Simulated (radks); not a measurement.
All-electron atom: neutral rubidium in [Kr] 5s1. Calculated with a radial shooting solver on a logarithmic mesh with Libxc functionals: scalar-relativistic Kohn-Sham, r2SCAN, spin-polarised, spherical densities, finite nucleus; open shells are filled with parallel spins first (spin-orbit coupling, left out, can overturn this in heavy ions); meta-GGA in the generalised Kohn-Sham scheme; Fermi nuclear charge, rms radius 4.2036 fm; hard spherical wall at 1.5 bohr.

Normalised radial functions P(r) = r R(r), r in bohr:

```
   r/bohr * 4s up (the largest magnitude, 1.31, reaches the edge; | marks zero)
 0.004615                             |  *
 0.005773                             |   *
 0.007223                             |   *
 0.008964                             |    *
  0.01121                             |     *
  0.01403                             |     *
  0.01755                             |      *
  0.02196                             |      *
  0.02725                             |     *
   0.0341                             |    *
  0.04266                             |  *
  0.05337                            *|
  0.06677                         *   |
  0.08287                     *       |
   0.1037                  *          |
   0.1297                  *          |
   0.1623                     *       |
    0.203                            *|
    0.254                             |       *
   0.3152                             |              *
   0.3943                             |                 *
   0.4934                             |           *
   0.6172                            *|
   0.7722            *                |
   0.9584  *                          |
    1.199      *                      |
      1.5                             *
```

4s up: eigenvalue 113.85 eV, 3 radial nodes at r = 0.0515, 0.209, 0.606 bohr, <r> = 0.917 bohr, 90 % of the charge inside 1.24 bohr.
